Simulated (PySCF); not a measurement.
**Variants of one PySCF input: GeCl**

Base input, run as `python input.py` with PySCF 2.14:

```python
from pyscf import gto, dft

mol = gto.M(
    atom='Ge 0 0 0; Cl 0 0 2.13',
    basis='lanl2dz',
    ecp={'Ge': 'lanl2dz', 'Cl': 'lanl2dz'},
    charge=0,
    spin=1,
    verbose=4,
)
mf = dft.UKS(mol, xc='pbe')
mf.kernel()
mf.mulliken_pop()
mf.dip_moment()
print('orbital energies (hartree):', [e[max(0, n-3):n+3].round(4) for e, n in zip(mf.mo_energy, mol.nelec)])
```

Base result: E(SCF) = -18.698050 Eh, 9 cycles, ⟨S²⟩ = 0.751, μz(SCF) = -1.71 D. The bond length is a typed value, not an optimised one. No search for the lowest solution was made.

Wall time 1.2 s on one thread of a shared host.

Each row names what differs from the base; energies in brackets are changes from the base.

| change | result |
| --- | --- |
| basis set: lanl2dz → x2c-svpall; core potential: on → off; spin-free X2C: off → on | E(SCF) = -2559.429932 Eh, 10 cycles, ⟨S²⟩ = 0.752, μz(SCF) = -1.10 D |
| step after the SCF: analyze → tddft; number of roots: default → 5 | E(SCF) = -18.698050 Eh (+0.0000 eV), 9 cycles, ⟨S²⟩ = 0.751, μz(SCF) = -1.71 D, first excitations without spin–orbit coupling 3.14, 3.46, 4.31, 4.58, 4.86 eV |
| PCM solvent, dielectric constant: none → 20.5 | E(SCF) = -18.701527 Eh (-0.0946 eV), 8 cycles, ⟨S²⟩ = 0.751, μz(SCF) = -2.23 D |
| basis set: lanl2dz → 6-31g; core potential: on → off | E(SCF) = -2536.301239 Eh, 9 cycles, ⟨S²⟩ = 0.751, μz(SCF) = -1.67 D |
| functional: pbe → 0.5*hf+0.5*b88,lyp | E(SCF) = -18.627653 Eh, 9 cycles, ⟨S²⟩ = 0.751, μz(SCF) = -2.42 D |
| functional: pbe → pw91 | E(SCF) = -18.715073 Eh, 9 cycles, ⟨S²⟩ = 0.751, μz(SCF) = -1.72 D |
| geometry: bond 2.13 → bond 3.195 | E(SCF) = -18.649368 Eh (+1.3247 eV), 15 cycles, ⟨S²⟩ = 0.803, μz(SCF) = -5.43 D |
| functional: pbe → x3lyp | E(SCF) = -18.671599 Eh, 9 cycles, ⟨S²⟩ = 0.751, μz(SCF) = -2.05 D |
| Cartesian functions: off → on | E(SCF) = -18.698050 Eh (+0.0000 eV), 9 cycles, ⟨S²⟩ = 0.751, μz(SCF) = -1.71 D |
| charge: 0 → -1; spin (2S): 1 → 2 [another spin of the ion may lie lower] [no diffuse functions for the anion] [a high spin state] | E(SCF) = -18.730477 Eh (-0.8824 eV), 8 cycles, ⟨S²⟩ = 2.001 |
| functional: pbe → pw6b95 | not converged: SCF after 50 cycles |
| functional: pbe → b3lypp [unsound on purpose] | stops with KeyError ("LibXCFunctional: name 'B3LYPP' not found.") |
| charge: 0 → 2 [another spin of the ion may lie lower] | E(SCF) = -17.719146 Eh (+26.6373 eV), 12 cycles, ⟨S²⟩ = 0.756 |
| step after the SCF: analyze → mp2; SCF type: UKS → UHF; functional: pbe → none (Hartree–Fock); frozen orbitals: default → 0 | E(SCF) = -18.346823 Eh, 10 cycles, E(MP2) − E(SCF) = -0.05460 Eh, ⟨S²⟩ = 0.753, μz(SCF) = -2.84 D |
| core potential: on → off [unsound on purpose] | stops with RuntimeError (Failed to assign mo_occ. nelec (25, 24) > Nmo (16)) |
| density fitting: none → auto | E(SCF) = -18.699110 Eh (-0.0288 eV), 9 cycles, ⟨S²⟩ = 0.751, μz(SCF) = -1.70 D |
| point-group symmetry: off → on | not converged: SCF after 50 cycles |
| electric field along z (a.u.): none → 0.01 | E(SCF) = -18.693715 Eh (+0.1180 eV), 10 cycles, ⟨S²⟩ = 0.751, μz(SCF) = -0.48 D |
| spin-free X2C: off → on [unsound on purpose] | stops with NotImplementedError |
| spin (2S): 1 → 5 [a high spin state] | E(SCF) = -18.302988 Eh (+10.7502 eV), 9 cycles, ⟨S²⟩ = 8.750, μz(SCF) = 4.30 D |

Question: Order these changes by how far they move the SCF energy from the base, largest first: (1) PCM solvent, dielectric constant: none → 20.5; (2) density fitting: none → auto; (3) electric field along z (a.u.): none → 0.01; (4) geometry: bond 2.13 → bond 3.195.

Answer: (4) +1.3247 eV, (3) +0.1180 eV, (1) -0.0946 eV, (2) -0.0288 eV.
